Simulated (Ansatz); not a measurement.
C3H4Se, SMILES `C1=C[Se]C1`, relaxed with RKS PBE0-D4/def2-TZVP in Ansatz 0.2.0 from a PBE-D4/def2-SVP geometry. The force threshold is 0.005 eV/Å; the program also tests the step.

Total charge 0; spin multiplicity 1.

Start:

```xyz
8

C     0.206   -0.172    0.693
C    -0.754    0.780    0.630
Se   -0.936    0.868   -1.285
C     0.457   -0.490   -0.756
H     0.697   -0.618    1.573
H    -1.298    1.358    1.391
H     1.455   -0.218   -1.154
H     0.174   -1.509   -1.093
```

```json
{"step": "1", "energy (eV)": "-68514.0261", "largest force (eV/Å)": "0.716", "largest move (Å)": "0.000"}
{"step": "2", "energy (eV)": "-68514.0703", "largest force (eV/Å)": "0.166", "largest move (Å)": "0.024"}
{"step": "3", "energy (eV)": "-68514.0733", "largest force (eV/Å)": "0.025", "largest move (Å)": "0.010"}
{"step": "4", "energy (eV)": "-68514.0734", "largest force (eV/Å)": "0.008", "largest move (Å)": "0.002"}
{"step": "5", "energy (eV)": "-68514.0734", "largest force (eV/Å)": "0.004", "largest move (Å)": "0.001"}
```

End:

```xyz
8

C     0.199   -0.165    0.684
C    -0.746    0.772    0.627
Se   -0.922    0.855   -1.271
C     0.452   -0.486   -0.755
H     0.683   -0.605    1.549
H    -1.277    1.336    1.381
H     1.438   -0.218   -1.138
H     0.174   -1.490   -1.077
```

Run time 24 s (2 threads of an Arm Neoverse V2 on a shared host); peak host memory 0.39 GiB.
